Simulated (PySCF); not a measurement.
1,2,4-triazole cation (C₂H₃N₃), SMILES c1[nH]ncn1 (connectivity only; charge and spin as stated), charge +1, multiplicity 2.

Geometry optimised at PBE0-D3(BJ)/def2-SVP. The multiplicity is an assumed one; other spin states were not compared.

All values below come from PBE0-D3(BJ)/def2-SVP (PySCF 2.14.0).

Harmonic, unscaled wavenumbers; measured fundamentals usually lie a few per cent lower.

```
mode  ν (cm⁻¹)  IR (km/mol)  moving atoms (share of kinetic energy)
----  --------  -----------  --------------------------------------
1          453         62.0                  N 50 %, C 40 %, H 11 %
2          667          4.6                  N 68 %, H 17 %, C 16 %
3          752        123.9                           H 90 %, N 8 %
4          824        341.2                          N 70 %, C 23 %
5          858          5.1                          H 83 %, C 16 %
6          895          6.2                          H 67 %, C 28 %
7          930         11.9                  N 64 %, C 26 %, H 10 %
8         1070         31.6                  H 60 %, N 24 %, C 16 %
9         1171          7.0                          H 77 %, N 16 %
10        1216          0.0                  N 63 %, C 23 %, H 14 %
11        1279          9.3                  H 60 %, C 27 %, N 13 %
12        1345          3.3                  N 40 %, C 38 %, H 21 %
13        1463          9.7                  N 47 %, C 34 %, H 20 %
14        1552         33.9                  C 50 %, N 37 %, H 13 %
15        1585         34.9                  N 46 %, C 32 %, H 22 %
16        3290         65.9                          H 90 %, C 10 %
17        3312         59.9                          H 90 %, C 10 %
18        3585        235.5                                  H 92 %
```
